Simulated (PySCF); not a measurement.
Sb(OH)2(TeH) (H₃O₂SbTe), SMILES [OH][Sb]([OH])[TeH].

Geometry optimised at PBE-D3(BJ)/def2-SVP. The structure was generated by enumeration; whether it is a known compound was not checked. The def2 effective core potentials stand for the cores of Sb, Te; spin–orbit coupling is left out. Other conformers were not sampled.

The numbers are results of PySCF 2.14.0 with IEF-PCM-PBE0/def2-SVP, not measurements.

The values are the electrostatic part of the solvation free energy, E(continuum) − E(gas) at the gas-phase geometry, in a cavity of scaled van der Waals radii (PySCF's table); cavitation and dispersion terms are not included. A continuum can't describe solvent molecules that bind to the metal. In vacuum the orbital gap is 4.90 eV. The dipole moment in vacuum is 1.03 D.

**Question.** Estimate the values in water (ε = 78.36), dimethylsulfoxide (ε = 46.83), n-hexane (ε = 1.88). (An estimate is asked for; the answer gives what the named calculation found.)

**Answer.** 
```
solvent                ε  ΔG(elec) (kcal/mol)  dipole (D)  gap (eV)
-----------------  -----  -------------------  ----------  --------
water              78.36                 -8.5        1.26      4.95
dimethylsulfoxide  46.83                 -8.3        1.26      4.95
n-hexane            1.88                 -2.9        1.10      4.93
```
